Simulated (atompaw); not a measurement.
## u(r) = r·R(r): atom against pseudo-atom (I (Z = 53))

Columns: radius, all-electron u(r) and pseudo u(r) of the 4d shell (level -54.81 eV) of iodine in the configuration [Kr] 4d10 5s2 5p4.5; PBEsol, scalar-relativistic, PAW (atompaw) scheme, atompaw 4.2.0.5.

```json
{"r (bohr)": "0.069", "all-electron": "-0.2088", "pseudo": "0.0011"}
{"r (bohr)": "0.138", "all-electron": "-0.5504", "pseudo": "0.0088"}
{"r (bohr)": "0.208", "all-electron": "-0.6038", "pseudo": "0.0290"}
{"r (bohr)": "0.277", "all-electron": "-0.3850", "pseudo": "0.0655"}
{"r (bohr)": "0.346", "all-electron": "-0.0391", "pseudo": "0.1204"}
{"r (bohr)": "0.415", "all-electron": "0.3201", "pseudo": "0.1934"}
{"r (bohr)": "0.485", "all-electron": "0.6335", "pseudo": "0.2832"}
{"r (bohr)": "0.554", "all-electron": "0.8669", "pseudo": "0.3823"}
{"r (bohr)": "0.623", "all-electron": "1.0229", "pseudo": "0.4856"}
{"r (bohr)": "0.692", "all-electron": "1.1106", "pseudo": "0.5860"}
{"r (bohr)": "0.762", "all-electron": "1.1434", "pseudo": "0.6775"}
{"r (bohr)": "0.831", "all-electron": "1.1343", "pseudo": "0.7512"}
{"r (bohr)": "0.900", "all-electron": "1.0965", "pseudo": "0.8037"}
{"r (bohr)": "0.969", "all-electron": "1.0395", "pseudo": "0.8324"}
{"r (bohr)": "1.038", "all-electron": "0.9712", "pseudo": "0.8367"}
{"r (bohr)": "1.108", "all-electron": "0.8959", "pseudo": "0.8179"}
{"r (bohr)": "1.177", "all-electron": "0.8200", "pseudo": "0.7803"}
{"r (bohr)": "1.246", "all-electron": "0.7452", "pseudo": "0.7285"}
{"r (bohr)": "1.315", "all-electron": "0.6733", "pseudo": "0.6683"}
{"r (bohr)": "1.385", "all-electron": "0.6046", "pseudo": "0.6039"}
{"r (bohr)": "1.454", "all-electron": "0.5417", "pseudo": "0.5418"}
{"r (bohr)": "1.523", "all-electron": "0.4838", "pseudo": "0.4838"}
{"r (bohr)": "1.592", "all-electron": "0.4309", "pseudo": "0.4309"}
{"r (bohr)": "1.662", "all-electron": "0.3822", "pseudo": "0.3822"}
{"r (bohr)": "1.731", "all-electron": "0.3390", "pseudo": "0.3390"}
{"r (bohr)": "1.800", "all-electron": "0.3002", "pseudo": "0.3002"}
```

Problem. How many radial nodes do the two functions have?

Solution. The all-electron 4d function has n − l − 1 = 1; the pseudo-wave has 0, since the states of the same l below it are removed with the core.

Problem. At about which radius was the pseudo-wave matched?

Solution. 1.55 bohr. The columns agree to 0.0005 from 1.45 bohr on; several derivatives are matched, so the curves merge somewhat inside the radius.

Problem. Is the pseudo-wave norm-conserving?

Solution. No, it belongs to a PAW set: the norm inside the radius is not constrained, and the difference is carried by the augmentation charge.
